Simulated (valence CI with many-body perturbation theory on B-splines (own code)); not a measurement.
**E1 transitions of Zr I**

Computed by valence CI with perturbative core correlation (CI+MBPT): four valence electrons over a frozen Dirac-Fock core [Kr], a basis of 9 s, 9 p, 10 d, 8 f, 5 g, 3 h, 1 i functions for each j, with the one-electron correlation potential Σ1 (screened to all orders), the two-electron term Σ2, the three-electron term Σ3, Breit, model QED; selected single and double excitations, second order for the rest, scaled by the run's own slope (own B-spline code, finite nucleus).

Against 42 measured levels this calculation errs by 226 cm⁻¹ on average and by 361 at most. These come from a selection out of the NIST Handbook of Basic Atomic Spectroscopic Data. Levels without a partner in it may be off by more, other configurations by 1,000 to 4,000 cm⁻¹. Among the levels kept, up to 580 cm⁻¹ of a level comes from second order outside the variational space, and about a tenth of that is noise between levels of different J, which matters for small intervals. 1 measured level below the end of the list, from 13142 cm⁻¹ on, found no clear computed partner.

Lines 51 to 100 of 169 in falling wavelength, among levels below 20877 cm⁻¹, chosen from the strongest by gf and those to the six lowest levels. Wavelengths and rates use the calculated energies, so an error of 200 cm⁻¹ moves a line at 871.0 nm by 1.7 % and its rate by three times that or more. Electric multipoles are in the length gauge, E1 and E2 with the static RPA response of the core. Weak lines are less certain than strong ones. Lines between different terms over intervals too small for the method are left out, as are lines whose strength nearly cancels. Where a level lies close to another of its J and parity, the split of strength between their lines is uncertain. The highest levels of a list are the least certain. Branching is blank where the lifetime is uncertain.

Names give the largest LS component (configuration and term), which can be under half, so a name can repeat, a term be missing and a line seem to break the LS rules; names also repeat where a configuration has a term twice. Letters in brackets count levels of one name in rising energy.

```csv
λ vac (nm),λ from measured levels,Upper,Lower,A (s⁻¹),log gf,Branch %
871.0,875.2,4d²5s5p ³F°_2,4d³5s ⁵F_1,9.95e+04,-2.25,5.0
867.8,838.9,4d²5s5p ³F°_2,4d²5s² ³P_1,1.14e+04,-3.19,0.6
856.0,825.7,4d²5s5p ³F°_2,4d²5s² ¹D_2 [a],7.52e+01,-5.38,0.0
854.7,857.1,4d²5s5p ³F°_4,4d³5s ⁵F_5,9.07e+04,-2.05,3.6
854.2,850.1,4d²5s5p ⁵F°_1,4d³5s ⁵F_2,7.33e+05,-1.62,19.7
852.1,846.7,4d²5s5p ⁵F°_2,4d³5s ⁵F_3,7.29e+05,-1.40,19.2
848.2,841.6,4d²5s5p ⁵F°_3,4d³5s ⁵F_4,6.42e+05,-1.31,15.4
843.7,837.2,4d²5s5p ⁵F°_4,4d³5s ⁵F_5,3.23e+05,-1.51,7.8
843.3,839.2,4d²5s5p ⁵F°_1,4d³5s ⁵F_1,1.74e+06,-1.25,46.8
842.8,846.0,4d²5s5p ³F°_3,4d³5s ⁵F_2,3.82e+04,-2.55,1.7
840.3,805.8,4d²5s5p ⁵F°_1,4d²5s² ³P_1,5.66e+05,-1.75,15.2
836.0,830.8,4d²5s5p ⁵F°_2,4d³5s ⁵F_2,1.99e+06,-0.98,52.5
834.1,,4d5s²5p ¹D°_2,4d²5s² ¹D_2 [b],1.50e+05,-2.11,12.1
830.0,832.2,4d²5s5p ³F°_4,4d³5s ⁵F_4,2.36e+05,-1.66,9.5
829.2,793.6,4d²5s5p ⁵F°_1,4d²5s² ¹D_2 [a],4.73e+03,-3.84,0.1
827.9,794.3,4d²5s5p ⁵F°_1,4d²5s² ³P_0,1.60e+05,-2.31,4.3
827.7,821.5,4d²5s5p ⁵F°_3,4d³5s ⁵F_3,2.51e+06,-0.74,60.5
825.6,820.4,4d²5s5p ⁵F°_2,4d³5s ⁵F_1,7.68e+05,-1.41,20.2
822.7,788.4,4d²5s5p ⁵F°_2,4d²5s² ³P_1,5.24e+03,-3.58,0.1
819.6,813.5,4d²5s5p ⁵F°_4,4d³5s ⁵F_4,2.90e+06,-0.58,69.6
818.4,790.0,4d²5s5p ³F°_3,4d²5s² ¹D_2 [a],5.59e+04,-2.41,2.4
813.8,807.2,4d²5s5p ⁵F°_5,4d³5s ⁵F_5,3.90e+06,-0.37,89.1
812.5,806.5,4d²5s5p ⁵F°_3,4d³5s ⁵F_2,8.98e+05,-1.21,21.6
812.1,776.8,4d²5s5p ⁵F°_2,4d²5s² ¹D_2 [a],5.22e+04,-2.59,1.4
811.9,,4d5s²5p ¹D°_2,4d³5s ⁵F_3,2.70e+05,-1.87,21.8
806.6,,4d²5s5p ³D°_1,4d³5s ⁵F_2,6.58e+05,-1.72,18.1
800.5,794.6,4d²5s5p ⁵F°_4,4d³5s ⁵F_3,7.50e+05,-1.19,18.0
797.3,,4d5s²5p ¹D°_2,4d³5s ⁵F_2,1.10e+05,-2.28,8.9
796.9,,4d²5s5p ³D°_1,4d³5s ⁵F_1,7.95e+05,-1.64,21.8
794.2,,4d²5s5p ³D°_1,4d²5s² ³P_1,1.81e+05,-2.29,5.0
793.5,,4d²5s5p ³D°_2,4d³5s ⁵F_3,3.59e+05,-1.77,13.7
791.4,785.2,4d²5s5p ⁵F°_5,4d³5s ⁵F_4,4.16e+05,-1.37,9.5
789.9,755.5,4d²5s5p ⁵F°_3,4d²5s² ¹D_2 [a],1.86e+04,-2.91,0.4
789.2,,4d²5s5p ³D°_3,4d²5s² ¹D_2 [b],5.76e+05,-1.42,17.6
787.8,,4d5s²5p ¹D°_2,4d³5s ⁵F_1,4.49e+04,-2.68,3.6
787.0,,4d²5s5p ³D°_3,4d³5s ⁵F_4,4.82e+05,-1.50,14.8
785.2,,4d5s²5p ¹D°_2,4d²5s² ³P_1,2.08e+05,-2.02,16.8
784.3,,4d²5s5p ³D°_1,4d²5s² ¹D_2 [a],1.26e+03,-4.46,0.0
783.1,,4d²5s5p ³D°_1,4d²5s² ³P_0,5.62e+05,-1.81,15.4
775.5,,4d5s²5p ¹D°_2,4d²5s² ¹D_2 [a],1.36e+04,-3.21,1.1
767.9,,4d²5s5p ³D°_2,4d²5s² ³P_1,8.09e+05,-1.45,30.9
758.7,,4d²5s5p ³D°_2,4d²5s² ¹D_2 [a],3.13e+05,-1.87,11.9
736.5,,4d²5s5p ³D°_3,4d²5s² ¹D_2 [a],8.70e+05,-1.30,26.6
732.3,716.3,4d²5s5p ⁵G°_3,4d²5s² ³F_4,2.50e+03,-3.85,
720.3,717.1,4d²5s5p ⁵D°_4,4d³5s ⁵F_5,5.40e+06,-0.42,80.9
718.8,703.6,4d²5s5p ⁵G°_2,4d²5s² ³F_3,1.00e+04,-3.41,
714.9,688.5,4d²5s5p ⁵D°_3,4d²5s² ¹D_2 [b],4.98e+04,-2.57,0.7
713.4,710.6,4d²5s5p ⁵D°_1,4d³5s ⁵F_2,3.98e+06,-1.04,58.1
713.3,710.5,4d²5s5p ⁵D°_2,4d³5s ⁵F_3,4.05e+06,-0.81,58.9
713.1,710.0,4d²5s5p ⁵D°_3,4d³5s ⁵F_4,4.63e+06,-0.61,66.7
```

Q: How does gf follow from A for the line at 840.3 nm?

A: gf = 1.4992 × (2J+1)_upper × A / σ², with σ = 11901 cm⁻¹ and 2J+1 = 3: gf = 0.0180.
